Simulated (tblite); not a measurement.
Compound: C4H9F2Si2 (doublet state).
Numbering: `[CH3:1][SiH:2]/[C:3](=[CH:4]\[SiH3:5])[CH:6]([F:7])[F:8]` (hydrogens: H9, H10, H11 on C1; H12 on Si2; H13 on C4; H14, H15, H16 on Si5; H17 on C6)

Structure optimised with GFN2-xTB, isolated species. This method treats the open shell by occupation alone, without spin polarisation.

Entries marked ? are missing. Bonds in one row agree within 0.01 Å.

```tsv
coordinate	value
C1–Si2	1.888 Å
Si2–C3	?
C3=C4	1.369 Å
C4–Si5	?
C3–C6	1.500 Å
C6–F7, C6–F8	?
C1–H9, C1–H10, C1–H11	1.086 Å
Si2–H12	1.456 Å
C4–H13	1.084 Å
Si5–H14, Si5–H15, Si5–H16	1.469 Å
C6–H17	1.100 Å
C1–Si2–C3	?
Si2–C3–C4	130.3°
Si2–C3–C6	?
C4–C3–C6	118.0°
C3–C4–Si5	128.2°
C3–C6–F7	111.7°
F7–C6–F8	?
```

Q: Estimate the withheld lengths and angles.

A: 
- Si2–C3 = 1.826 Å, drawn single (ends: silicon bonded to 2 C and H; carbon bonded to 2 C and Si); 0.01 Å below the sum of covalent radii, 1.84 Å.
- C4–Si5 = 1.861 Å, drawn single (ends: carbon bonded to C, Si and H; silicon bonded to C and 3 H); 0.02 Å above the sum of covalent radii, 1.84 Å.
- C6–F7, C6–F8 = 1.366 Å, drawn single (ends: carbon bonded to C, 2 F and H; fluorine bonded to C); 0.04 Å above the sum of covalent radii, 1.33 Å.
- C1–Si2–C3 = 127.0°, at the silicon bonded to 2 C and H; the outer atoms are 3.324 Å apart.
- Si2–C3–C6 = 111.7°, at the carbon bonded to 2 C and Si; the outer atoms are 2.760 Å apart.
- F7–C6–F8 = 104.4°, at the carbon bonded to C, 2 F and H; the outer atoms are 2.159 Å apart.

Radii are Cordero's, carbon taken as 0.76, 0.73 or 0.69 Å for four, three, and two or fewer neighbours.

Its lowest GFN2-xTB frequency is 12 cm⁻¹, too small to tell a flat minimum from a shallow saddle. Torsions: C1–Si2–C3–C4 0°, Si2–C3–C6–F7 -57°.

One conformer stands for the species.

These are computed values.
